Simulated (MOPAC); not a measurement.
MOPAC input (MNDO):

```
MNDO 1SCF CHARGE=1 GEO-OK AUX(PRECISION=9) THREADS=1
C5H13O

C    -2.10029410 1    0.93471957 1    0.71740957 1
C    -0.97293424 1   -0.09355503 1    0.62843438 1
C    -1.45303827 1   -1.38813702 1   -0.02964645 1
C     0.22073271 1    0.53748080 1   -0.13170209 1
C     1.39460887 1   -0.38892293 1   -0.15382920 1
O     2.55988524 1    0.35029579 1   -0.90511020 1
H    -2.47301529 1    1.19170081 1   -0.27656126 1
H    -1.77247271 1    1.85290218 1    1.20726320 1
H    -2.93375491 1    0.52955926 1    1.29068653 1
H    -0.63657070 1   -0.31978244 1    1.64584677 1
H    -2.33448794 1   -1.76535175 1    0.48795424 1
H    -1.73201159 1   -1.21722637 1   -1.07234679 1
H    -0.70535993 1   -2.18380423 1   -0.00123284 1
H    -0.08545140 1    0.77574463 1   -1.15294460 1
H     0.49543253 1    1.46937545 1    0.37394701 1
H     1.80219480 1   -0.62895454 1    0.82537808 1
H     1.27239518 1   -1.27089580 1   -0.77325860 1
H     3.41592124 1   -0.11692575 1   -0.89191872 1
H     2.67364887 1    1.27177981 1   -0.60592852 1
```

From the output:

```
                                                       MOPAC v23.2.5 Linux

          FINAL HEAT OF FORMATION =        123.72798 KCAL/MOL =     517.67785 KJ/MOL

          COSMO AREA              =        146.73 SQUARE ANGSTROMS
          COSMO VOLUME            =        138.28 CUBIC ANGSTROMS

          IONIZATION POTENTIAL    =         16.041023 EV
          HOMO LUMO ENERGIES (EV) =        -16.041 -4.985
          NO. OF FILLED LEVELS    =         19
          MOLECULAR WEIGHT        =         89.1571         POINT GROUP:  C1

          MOLECULAR DIMENSIONS (Angstroms)

            Atom       Atom       Distance
            H    18    H     9     6.74538
            H     8    H    13     3.96448
            H    12    H    16     2.71356

          SCF CALCULATIONS        =          1

   ATOM   CHEMICAL          X               Y               Z
  NUMBER   SYMBOL      (ANGSTROMS)     (ANGSTROMS)     (ANGSTROMS)

     1       C         -2.10029410  *   0.93471957  *   0.71740957  *
     2       C         -0.97293424  *  -0.09355503  *   0.62843438  *
     3       C         -1.45303827  *  -1.38813702  *  -0.02964645  *
     4       C          0.22073271  *   0.53748080  *  -0.13170209  *
     5       C          1.39460887  *  -0.38892293  *  -0.15382920  *
     6       O          2.55988524  *   0.35029579  *  -0.90511020  *
     7       H         -2.47301529  *   1.19170081  *  -0.27656126  *
     8       H         -1.77247271  *   1.85290218  *   1.20726320  *
     9       H         -2.93375491  *   0.52955926  *   1.29068653  *
    10       H         -0.63657070  *  -0.31978244  *   1.64584677  *
    11       H         -2.33448794  *  -1.76535175  *   0.48795424  *
    12       H         -1.73201159  *  -1.21722637  *  -1.07234679  *
    13       H         -0.70535993  *  -2.18380423  *  -0.00123284  *
    14       H         -0.08545140  *   0.77574463  *  -1.15294460  *
    15       H          0.49543253  *   1.46937545  *   0.37394701  *
    16       H          1.80219480  *  -0.62895454  *   0.82537808  *
    17       H          1.27239518  *  -1.27089580  *  -0.77325860  *
    18       H          3.41592124  *  -0.11692575  *  -0.89191872  *
    19       H          2.67364887  *   1.27177981  *  -0.60592852  *

                             CARTESIAN COORDINATES

   1    C       -2.100294100     0.934719570     0.717409570
   2    C       -0.972934240    -0.093555030     0.628434380
   3    C       -1.453038270    -1.388137020    -0.029646450
   4    C        0.220732710     0.537480800    -0.131702090
   5    C        1.394608870    -0.388922930    -0.153829200
   6    O        2.559885240     0.350295790    -0.905110200
   7    H       -2.473015290     1.191700810    -0.276561260
   8    H       -1.772472710     1.852902180     1.207263200
   9    H       -2.933754910     0.529559260     1.290686530
  10    H       -0.636570700    -0.319782440     1.645846770
  11    H       -2.334487940    -1.765351750     0.487954240
  12    H       -1.732011590    -1.217226370    -1.072346790
  13    H       -0.705359930    -2.183804230    -0.001232840
  14    H       -0.085451400     0.775744630    -1.152944600
  15    H        0.495432530     1.469375450     0.373947010
  16    H        1.802194800    -0.628954540     0.825378080
  17    H        1.272395180    -1.270895800    -0.773258600
  18    H        3.415921240    -0.116925750    -0.891918720
  19    H        2.673648870     1.271779810    -0.605928520

           Empirical Formula: C5 H13 O  =    19 atoms

      MOLECULAR POINT GROUP   :   C1

                  EIGENVALUES
 -50.40147 -44.25809 -37.51806 -33.04044 -30.39566 -27.51814 -25.40916 -24.51857
 -22.38999 -20.75054 -19.75080 -19.25972 -18.73511 -17.98244 -17.35596 -16.93918
 -16.26712 -16.18263 -16.04102  -4.98465  -2.39305  -2.00806  -1.92089  -1.29541
  -0.91887  -0.74066  -0.68836   0.06870   0.40614   0.67229   0.94406   1.02098
   1.29387   1.34650   1.74656   2.51354   2.77627

              NET ATOMIC CHARGES AND DIPOLE CONTRIBUTIONS

  ATOM NO.   TYPE          CHARGE      No. of ELECS.   s-Pop       p-Pop
    1          C           0.033751        3.9662     1.21222     2.75403
    2          C          -0.060294        4.0603     1.21562     2.84468
    3          C           0.020344        3.9797     1.21360     2.76605
    4          C          -0.065011        4.0650     1.21624     2.84877
    5          C           0.225515        3.7745     1.26424     2.51025
    6          O          -0.112431        6.1124     1.72596     4.38647
    7          H           0.010441        0.9896     0.98956
    8          H           0.007468        0.9925     0.99253
    9          H           0.026063        0.9739     0.97394
   10          H           0.030902        0.9691     0.96910
   11          H           0.033353        0.9666     0.96665
   12          H           0.011863        0.9881     0.98814
   13          H          -0.010570        1.0106     1.01057
   14          H           0.058325        0.9417     0.94168
   15          H           0.036597        0.9634     0.96340
   16          H           0.064172        0.9358     0.93583
   17          H           0.086891        0.9131     0.91311
   18          H           0.303926        0.6961     0.69607
   19          H           0.298695        0.7013     0.70131
 DIPOLE           X         Y         Z       TOTAL
 POINT-CHG.     8.585     0.552    -1.694     8.768
 HYBRID         1.006     0.227     0.310     1.077
 SUM            9.591     0.779    -1.384     9.722

          ATOMIC ORBITAL ELECTRON POPULATIONS

     Atom    s        px        py        pz
    1  C   1.21222   0.90757   0.90439   0.94207
    2  C   1.21562   0.92819   0.97998   0.93651
    3  C   1.21360   0.94359   0.88597   0.93648
    4  C   1.21624   0.92090   0.93365   0.99423
    5  C   1.26424   0.74653   0.88878   0.87494
    6  O   1.72596   1.32394   1.25673   1.80580
    7  H   0.98956
    8  H   0.99253
    9  H   0.97394
   10  H   0.96910
   11  H   0.96665
   12  H   0.98814
   13  H   1.01057
   14  H   0.94168
   15  H   0.96340
   16  H   0.93583
   17  H   0.91311
   18  H   0.69607
   19  H   0.70131

 **********************
 *                    *
 * JOB ENDED NORMALLY *
 *                    *
 **********************

 == MOPAC DONE ==
```

The dipole moment of an ion depends on the origin.

The geometry given is a B3LYP-D3(BJ)/def2-TZVP minimum.
